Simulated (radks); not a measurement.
Values are calculated unless marked as measured or tabulated.
Initial-state core-level shifts of the silicon ion Si2+ when its valence configuration changes from [Ne] 3s2. Code: a radial shooting solver on a logarithmic mesh with Libxc functionals. Model: Dirac Kohn-Sham, LDA (Slater exchange, Perdew-Wang correlation), spin-unpolarised, spherical densities, point nucleus; open shells fill j = l - 1/2 first. Shifts are changes of the shell-averaged eigenvalues in eV (positive: less bound).

[
 {"valence": "3s1 3p1", "1s": "-1.403", "2s": "-1.404", "2p": "-1.382"},
 {"valence": "3p2", "1s": "-2.748", "2s": "-2.757", "2p": "-2.712"},
 {"valence": "3s1.5 3p0.5", "1s": "-0.709", "2s": "-0.708", "2p": "-0.697"}
]
